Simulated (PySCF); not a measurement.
Br4W, neutral, multiplicity 3. Atoms are numbered in the order given.

```xyz
5

W      0.0000     0.0000     0.0000
Br     1.3967     1.3967    -1.3967
Br    -1.3967     1.3967     1.3967
Br    -1.3967    -1.3967    -1.3967
Br     1.3967    -1.3967     1.3967
```
Charge 0, spin multiplicity 3.

Geometry: B3LYP-D3(BJ)/def2-SVP. The multiplicity is an assumed one; other spin states were not compared. The def2 effective core potentials stand for the cores of W; spin–orbit coupling is left out.

All values below come from PySCF with PBE/def2-TZVP.

ESP charges are fitted to the potential on shells at 1.4 to 2.0 van der Waals radii. Atomic charges (e):

| atom | Mulliken | ESP fit | Mulliken spin |
|---|---|---|---|
| W1 | 0.84 | 0.03 | 1.73 |
| Br2 | -0.21 | -0.01 | 0.07 |
| Br3 | -0.21 | -0.01 | 0.07 |
| Br4 | -0.21 | -0.01 | 0.07 |
| Br5 | -0.21 | -0.01 | 0.07 |
